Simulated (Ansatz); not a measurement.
Vertical singlet–triplet gap (eV) of eight silicon and germanium compounds: PBE beside CAM-B3LYP, computed with Ansatz (a program for electronic structure) for isolated molecules in the bases named; differences from unrounded values. The eight are the first of their class met in an unordered collection, after screening for sound electronic states; none was chosen by its value. Functionals give these values as differences of separate SCF runs (ΔSCF), EOM-CCSD as a root; each molecule has one DFT geometry for both levels.

```tsv
molecule	basis	CAM-B3LYP	PBE	difference
H₄O₂SeSi, SMILES O[Se]O[SiH3]	def2-SVPD	3.09	2.87	-0.22
CH₆ClFSi₂, SMILES F[Si@H](Cl)C[SiH3]	def2-TZVPD	7.76	6.80	-0.96
C2H6F2Si, SMILES CC[SiH](F)F	def2-SVPD	8.19	7.30	-0.89
C2H5ClOSi, SMILES C=CO[SiH2]Cl	def2-TZVPD	4.18	4.20	0.02
C₃H₁₀FNSi, SMILES CC(C)(F)[SiH2]N	def2-SVPD	6.14	5.36	-0.78
Si(H)(Cl)(Me)(NH2) (CH6ClNSi), SMILES C[SiH](N)Cl	def2-SVPD	6.67	6.25	-0.43
C₂H₈FNSi₂, SMILES C[Si@H]1CN[Si@H]1F	def2-SVPD	5.73	5.04	-0.69
ethoxymethyl(methyl)silane (C4H12OSi), SMILES CCOC[SiH2]C	def2-SVPD	6.44	5.64	-0.80
```

PBE lies below CAM-B3LYP in 7 and above it in 1 of the eight; the mean signed difference is -0.59 and the largest -0.96 eV.
